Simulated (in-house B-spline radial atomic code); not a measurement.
Re²⁺. Computed with a B-spline radial atomic code. Model: non-relativistic spherical atom: semilocal Troullier-Martins pseudo-atom, one channel per l, against all electrons, high spin, G0W0 and RPA with empty states to l = 8, local potential for every l without a channel, a model core (radius 0 = none) keeps its share of the functional.

Without relativity these are model numbers for so heavy an element.

What the tables leave out is listed at the end.

The pseudopotential gives back the lowest level of each angular momentum of its own functional in the configuration it was made in; a second state of the same l is only approximately right. Exact exchange, RPA and GW see the smooth pseudo-orbitals and miss the exchange with the core, for which the functional's share stands in. The column with an uncorrelated core keeps all orbitals and exact exchange, and so separates missing core correlation from pseudisation. Only the three outermost levels and the lowest empty one were computed. RPA here is direct RPA, with no exchange kernel, and its energies carry an (l + 1/2)⁻⁴ tail. A hybrid on a potential with a model core restores only its own semilocal share of the core's exchange.

Command:
```bash
python run_psgw.py task.json out
```
Settings (lengths in bohr, energies in hartree):
```
Z                      75
electrons              73
configuration          [Xe] 4f14 5d5
generated_in           [Xe] 4f14 5d5 6s2
functional             pbe,pbe
core_shells            10
radius_factor          1.3
core_correction        False
```

Cost of the run: 66 s on 1 thread of Arm Neoverse N1, on a shared host.

Given: made with PBE; model core radius 0 bohr; local radius 1.739 bohr; mean-field start PBE0.

Valence shells of the generating configuration: 4f, 5p, 5d, 6s.

Channel: s 3.4, p 1.446, d 1.804, f 1.807 (radii in bohr).

Computed: largest level miss in the spin-unpolarised generating configuration 0 eV; valence RPA correlation energy all-electron orbitals -1.6864 hartree; valence RPA correlation energy pseudo -2.3548 hartree; all-electron RPA polarisability, core included 8.0611 bohr³.

```json
{"level": "5d up", "occupied": "1", "mean-field all-electron (eV)": "-25.016", "mean-field pseudo minus all (eV)": "-0.149", "G0W0 all-electron (eV)": "-29.444", "G0W0 uncorrelated core minus all (eV)": "-0.065", "G0W0 pseudo minus all (eV)": "0.182", "exchange self-energy all-electron (eV)": "-29.351", "exchange self-energy pseudo (eV)": "-27.828"}
{"level": "5p down", "occupied": "1", "mean-field all-electron (eV)": "-60.018", "mean-field pseudo minus all (eV)": "0.938", "G0W0 all-electron (eV)": "-64.945", "G0W0 uncorrelated core minus all (eV)": "-0.815", "G0W0 pseudo minus all (eV)": "0.965", "exchange self-energy all-electron (eV)": "-38.271", "exchange self-energy pseudo (eV)": "-30.949"}
{"level": "5d down (empty)", "occupied": "0", "mean-field all-electron (eV)": "-18.039", "mean-field pseudo minus all (eV)": "0.025", "G0W0 all-electron (eV)": "-15.057", "G0W0 uncorrelated core minus all (eV)": "0.05", "G0W0 pseudo minus all (eV)": "0.141", "exchange self-energy all-electron (eV)": "-10.749", "exchange self-energy pseudo (eV)": "-9.1466"}
```

Problem. What is the pseudo-atom RPA polarisability?

Solution. 7.8225 bohr³.

Given: mean-field start Hartree-Fock.

Computed: valence RPA correlation energy all-electron orbitals -1.5245 hartree; valence RPA correlation energy pseudo -2.1972 hartree; all-electron RPA polarisability, core included 6.0862 bohr³.

```csv
level,occupied,mean-field all-electron (eV),mean-field pseudo minus all (eV),G0W0 all-electron (eV),G0W0 uncorrelated core minus all (eV),G0W0 pseudo minus all (eV),exchange self-energy all-electron (eV),exchange self-energy pseudo (eV)
5d up,1,-29.302,-0.875,-29.67,-0.055,0.268,-29.541,-29.249
5p down,1,-65.206,3.145,-65.299,-0.733,1.351,-37.821,-30.795
6s up (empty),0,-13.488,-2.175,-14.574,-0.014,-1.362,-3.5534,-7.1202
```

Problem. What is the pseudo-atom RPA polarisability?

Solution. 5.5457 bohr³.

Among the listed levels the largest G0W0 shift of the pseudo-atom is -1.36 eV, for 6s up (empty) on the Hartree-Fock start, while leaving the core uncorrelated moves that level by -0.01 eV. So pseudisation and the lost core exchange, not the missing core correlation, make the error. Not in the tables (levels of low weight, unsolved or above zero; the highest and the empty levels are kept at any weight): on PBE, a start not tabulated, the G0W0 levels 5d up (pseudo minus all +0.25 eV, weights 0.31 and 0.19), 5p down (pseudo minus all +0.18 eV, weights 0.67 and 0.84), 5p up (pseudo minus all -0.03 eV, weights 0.09 and 0.05), 5d down (pseudo minus all -0.12 eV, weights 0.67 and 0.76); on PBE0 the G0W0 levels 5p up (pseudo minus all +2.51 eV, weights 0.36 and 0.06).
